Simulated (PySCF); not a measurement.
H₂Sb, SMILES [SbH2-], charge -1. Heavy atoms are numbered as in [SbH2-:1]. Hydrogens are named by the atom that carries them.

The structure is a stationary point at r2SCAN-D4/def2-TZVPD. The def2 effective core potentials stand for the cores of Sb; spin–orbit coupling is left out.

Method: PySCF with r2SCAN/def2-TZVPD.

Mulliken values depend strongly on the basis, most of all with diffuse functions as here. ESP charges are fitted to the potential on shells at 1.4 to 2.0 van der Waals radii. Atomic charges (e), one atom of each kind:

```csv
atom,Mulliken,ESP fit
Sb1 (SbH2),-0.89,-0.92
H on Sb1,-0.06,-0.04
```
